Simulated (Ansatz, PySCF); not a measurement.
ClLi, charge +1, doublet, geometry from GFN2-xTB (such geometries of metal compounds can be far from the true shape) (a state made from the parent by changing its charge; the spin is typed, not shown lowest). Base run: PySCF with HF/6-311G**.

PySCF was given this input:
```python
from pyscf import gto, scf

mol = gto.Mole()
mol.atom = '''
    Li   -0.000000   -0.000000   -1.950784
    Cl    0.000000    0.000000    0.344256
'''
mol.basis = '6-311g**'
mol.charge = 1
mol.spin = 1
mol.verbose = 3
mol.build()

mf = scf.UHF(mol)
mf.kernel()
```

The same geometry, method and basis name were run in Ansatz (a first-principles code) and PySCF, at each program's defaults and at the settings that a row names. The base is PySCF at its defaults. Differences at the defaults can come from grids, fitting, cores and function types together.

| code and settings | ΔE vs base (µEh) | basis functions | E (Eh) | SCF cycles |
|---|---|---|---|---|
| PySCF, defaults (exact integrals, spherical functions) | 0.0 | 44 | -466.72337 | 9 |
| Ansatz, defaults (factorised integrals, Cartesian functions) | -487 | 45 | -466.72385 | - |
| PySCF, density fitting with def2-universal-jkfit | 6.3 | 44 | -466.72336 | 9 |
| Ansatz, high accuracy, Cartesian functions as the basis file defines them | -487 | 45 | -466.72385 | - |

Open shells are given as the SCF converged; they aren't shown to be the lowest states, and a large step between rows can be another state.
